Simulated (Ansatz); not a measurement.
Species: C$_{4}$H$_{4}$, SMILES `C#CC=C` (charge 0, multiplicity 1), formula C4H4.

How many basis functions does frozen-core CCSD(T)/def2-TZVPP // CAM-B3LYP-D3(BJ)/def2-TZVP in Ansatz (a first-principles code) use, how many core orbitals are frozen, and how many electrons are correlated?

180 basis functions and 4 frozen orbitals, which leaves 20 correlated electrons. Core time is of the order of minutes.
